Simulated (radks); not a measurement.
Values are calculated unless marked as measured or tabulated.
All-electron atom: I I in [Kr] 4d10 5s2 5p5 (the NIST ground configuration).

Level of theory: scalar-relativistic Kohn-Sham, BLYP, spin-unpolarised, spherical densities, finite nucleus; Fermi nuclear charge, rms radius 4.75 fm (a radial shooting solver on a logarithmic mesh with Libxc functionals).

Energy parts (hartree):
| part | energy |
|---|---|
| total | -7116.83109 |
| kinetic | 7470.02539 |
| electron-nucleus | -17219.08282 |
| Hartree | 2813.89261 |
| exchange-correlation | -181.66628 |

Orbitals (lengths in bohr, moments of r in powers of bohr; <r^-3> diverges for s and p1/2):
orbital  occ.  eigenvalue (hartree)  <r^-3>   <1/r>
1s          2             -1212.254       -   56.83
2s          2             -187.2961       -   13.02
2p          6             -168.1258    5774   12.46
3s          2             -37.78748       -   4.667
3p          6             -31.57534    1103   4.437
3d         10             -22.26545   152.0   4.200
4s          2              -6.62488       -   1.887
4p          6              -4.67752   215.7   1.728
4d         10              -1.83960   22.34   1.441
5s          2              -0.63504       -  0.6660
5p          5              -0.25410   19.70  0.5224

The highest occupied level is 5p at -6.914 eV. Summed over all electrons, <r^2> = 62.05 bohr^2, which gives a Langevin (diamagnetic) susceptibility term of -49.1 x 10^-6 cm^3/mol. The electron density at the nucleus is 2.571e+05 e/bohr^3 (large components only).
